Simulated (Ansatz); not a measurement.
Species: H2In, SMILES `[InH2]` (charge 0, multiplicity 2), formula H₂In.

Task: How many basis functions does frozen-core CCSD(T)/def2-TZVPP // B3LYP-D3(BJ)/def2-TZVP run with Ansatz (an electronic-structure program) use, how many core orbitals are frozen, and how many electrons are correlated?

Result: 78 basis functions and 4 frozen orbitals, which leaves 15 correlated electrons (filled d shells below the valence shell are correlated). Core time is of the order of seconds.
